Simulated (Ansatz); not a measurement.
AlB₅, relaxed as a singlet with RKS PBE0-D4/def2-SVP in Ansatz, starting from the GFN2-xTB geometry. Force threshold 0.02 eV/Å.

The restricted singlet is unstable towards broken spin symmetry at other levels; at PBE0-D4/def2-SVP this wasn't settled. Another isomer (singlet) lies 1.93 eV lower at PBE0-D4/def2-TZVP; other spin states weren't run for this one.

Start:

Cartesian coordinates in Å:
```
B -0.4563 1.3053 -1.5247
B 1.4242 -1.3961 0.4927
B -1.2221 1.0776 -0.2400
B 0.2202 -0.9830 1.3096
B -0.7677 0.0736 0.8183
Al 0.8017 -0.0774 -0.8558
```

**Question.** Estimate the energy that the relaxation releases and the steps that it takes.

**Answer.** 0.16 eV, in 12 steps; 28 s on 4 threads of Arm Neoverse N1 on a shared host. No frequencies were taken in this run, so the end may be a saddle point.

**Question.** Does the start keep its bonding and symmetry?

**Answer.** By distances, no bond broke or formed. The bond that changes most is B3–Al6, from 2.41 to 2.36 Å (atoms count from 1). Point group C2v at the start, Cs at the end, both within 0.05 Å.

**Question.** Predict the relaxed structure.

**Answer.** 
```xyz
6

B    -0.372    1.425   -1.503
B     1.535   -1.323    0.543
B    -1.261    1.038   -0.303
B     0.208   -1.052    1.279
B    -0.761    0.118    0.873
Al    0.651   -0.207   -0.889
```
Bond lengths: 5 × Al–B 2.02 to 2.37 Å; 4 × B–B 1.54 to 1.58 Å.
